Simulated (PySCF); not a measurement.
Harmonic spectrum computed at PBE0 in the def2-TZVP basis family (core potentials from Rb on, PySCF, no spin–orbit coupling):

```tsv
symmetry	ω (cm⁻¹)	IR (km/mol, summed over degenerate members)
πu	51	0.7
σg+	158	0.0
σu+	249	12.8
```

**Question.** Which molecule gave it? In each, all ligands are bound to the one heavy central atom.
A. TlI₂⁺ (singlet)
B. InI₂⁺ (singlet)
C. SbI₂⁺ (singlet)
D. BiI₂⁺ (singlet)

**Answer.** A. It has D∞h symmetry with Tl–I 2.586 Å (×2).
